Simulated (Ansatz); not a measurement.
`C[B]1[GeH2][Al]1[Cl]`. Charge 0, multiplicity 1. The geometry is a stationary point of PBE0-D4/def2-TZVP.

```xyz
10

C     0.831   -0.073   -1.428
B     0.120    0.030   -0.037
Ge   -1.564   -0.596    1.025
Al    0.026    1.072    1.741
Cl   -0.082    2.769    2.968
H     0.359   -0.813   -2.082
H     0.800    0.893   -1.941
H     1.887   -0.342   -1.327
H    -2.424   -1.781    0.469
H     0.047   -1.160    0.612
```

Task: What is the dipole moment at B3LYP/def2-TZVPP? (Estimate.)

Result: Computed: 1.06 D, with components (0.03, -0.77, -0.73) D in this frame, pointing from negative to positive charge.

Task: And with PBE, r2SCAN, ωB97M-V? (An estimate is asked.)

Result: Ansatz gave: PBE 1.19 D, r2SCAN 1.20 D, ωB97M-V 0.96 D.

Task: Give the Mulliken charges with B3LYP, r2SCAN, PBE in def2-TZVPP. (Best estimate.)

Result: Computed: 
```csv
atom,B3LYP,r2SCAN,PBE
C1,-0.31,-0.24,-0.33
B2,0.09,-0.04,0.01
Ge3,-0.08,-0.08,-0.07
Al4,0.26,0.41,0.26
Cl5,-0.22,-0.22,-0.19
H6,0.09,0.06,0.10
H7,0.10,0.07,0.11
H8,0.10,0.07,0.11
H9,-0.01,-0.02,-0.01
H10,-0.02,0.00,0.02
```

B3LYP here is the variant with VWN-RPA as its local correlation; programs differ in this.
